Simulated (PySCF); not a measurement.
Below is a simulated gas-phase C 1s photoelectron spectrum of `[BH3-][N+]#CCC`.

Every computed line was given a Gaussian of 0.4 eV full width at half maximum and an area set by the number of equivalent atoms; the highest printed point is 100. Theory: delta-SCF UKS SCAN, pcX-2 on the ionised atom, pcseg-1 elsewhere, spin-free X2C (PySCF).

(binding energy (eV), intensity): (291.4, 1), (291.5, 4), (291.6, 14), (291.7, 33), (291.8, 56), (291.9, 67), (292.0, 57), (292.1, 34), (292.2, 15), (292.3, 6), (292.4, 7), (292.5, 18), (292.6, 41), (292.7, 70), (292.8, 92), (292.9, 100), (293.0, 94), (293.1, 75), (293.2, 46), (293.3, 22), (293.4, 7), (293.5, 2), (293.6, 0)

Q: Count the maxima, the lines and the sites behind this envelope.

A: The curve has 2 maxima (at 291.9 and 292.9 eV). Under it lie 3 lines from 3 inequivalent carbon sites. At this width some lines have no maximum of their own.

Q: Decompose the envelope and assign each component. Numbering: `[BH3-:1][N+:2]#[C:3][CH2:4][CH3:5]`.

A: 
| position (eV) | relative area | line | atoms | environment |
| --- | --- | --- | --- | --- |
| 291.90 | 1 | C 1s | C5 | methyl carbon |
| 292.78 | 1 | C 1s | C3 | triply bonded carbon |
| 293.04 | 1 | C 1s | C4 | chain CH2 carbon |

Q: What are the centre and the root-mean-square width of the whole band?

A: The area-weighted mean of the lines is 292.57 eV. Their own spread about it is 0.49 eV (rms) and each Gaussian has σ = 0.4/2.355 = 0.17 eV; the variances add, which gives 0.52 eV.

The listed C 1s values span 1.14 eV, from C5 (bonded to C and 3 H) to C4 (bonded to 2 C and 2 H). Summing the Pauling electronegativity differences to the bonded atoms, each weighted by its formal bond order, gives -1.05 for the lowest site and -0.70 for the highest; the largest sum, +1.47, belongs to C3, 0.26 eV below the top.

Shake-up satellites, vibrational structure and lifetime widths aren't simulated. Isolated species at its PBE0-D3(BJ)/def2-SVP geometry, gas phase.
